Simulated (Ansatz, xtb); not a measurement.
# Ranking isomers of C4H5ClFN

4 gas-phase structures of C4H5ClFN, from a drawn sample of its isomers (lower ones may exist). Each was relaxed with GFN2-xTB; where two conformers were screened, the lower at r2SCAN-D4/def2-SVP//GFN2-xTB is listed:

A. `C/N=C\C(Cl)=C\F`, a singlet
B. `C[C@](F)(C#N)CCl`, a singlet
C. `C=N/C=C(\Cl)CF`, a singlet
D. `N#CCC[C@H](F)Cl`, a singlet

Which do you expect lowest at r2SCAN-D4/def2-SVP//GFN2-xTB, and how would the others follow?

Calculated order at r2SCAN-D4/def2-SVP//GFN2-xTB: D (0.0), B (5.1), C (24.1), A (28.0) kcal/mol.

Energies above the lowest of each column, in kcal/mol; the last columns are at r2SCAN-D4/def2-SVP geometries and were run for some of them only (a dash: not run or not comparable):

```
structure  GFN2-xTB  HF/STO-3G  r2SCAN-D4/def2-SVP//GFN2-xTB  r2SCAN-D4/def2-SVP  CCSD(T)/def2-SVP + ΔMP2/def2-TZVPP
        D       0.0        0.0                           0.0                 0.0                                 0.0
        B       5.0        5.1                           5.1                 5.2                                 3.8
        C      10.5       54.4                          24.1                24.0                                28.9
        A      12.1       50.9                          28.0                   –                                   –
```

Every level run on D puts it lowest or level with the lowest. Flexible structures stand in one conformer each, not always the lowest. Frequencies (GFN2-xTB) were run for B, C, D alone. ΔMP2 is the change of the MP2 energy from the smaller to the larger basis.

Over these structures GFN2-xTB departs from r2SCAN-D4/def2-SVP//GFN2-xTB by 7.3 kcal/mol on average once a common shift is removed. A GFN2-xTB relaxation took about 0.075 s and the r2SCAN-D4/def2-SVP//GFN2-xTB energy about 2.8 s on a shared host (Ansatz 0.2.0, xtb 6.7.1).
